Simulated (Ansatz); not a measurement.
I4Ti, SMILES `[I][Ti]([I])([I])[I]`. Charge 0, multiplicity 1. Correlated methods include outer-core shells of I, Ti, which these sets cover unevenly. Scalar relativity is left out up to krypton. I: def2 effective core potential.

```json
{"atom": "I1", "x (Å)": "1.728", "y (Å)": "-1.843", "z (Å)": "0.029"}
{"atom": "Ti2", "x (Å)": "0.000", "y (Å)": "0.000", "z (Å)": "0.000"}
{"atom": "I3", "x (Å)": "-0.539", "y (Å)": "0.687", "z (Å)": "2.371"}
{"atom": "I4", "x (Å)": "0.910", "y (Å)": "1.988", "z (Å)": "-1.266"}
{"atom": "I5", "x (Å)": "-2.099", "y (Å)": "-0.831", "z (Å)": "-1.134"}
```

**Question.** Give the diagnostics of a CCSD(T)/def2-TZVPP run (frozen core, the Gaussian-basis code of Ansatz). (Estimate.)

**Answer.** Ansatz gave: T1 = 0.0228, largest single amplitude 0.097, largest double 0.030, (T) share of the correlation energy 3.9 %, 13 CCSD cycles. The RHF solution is stable towards an unrestricted one. T1 lies over the customary mark of 0.02 for closed shells; compounds of d metals often pass it without a breakdown.
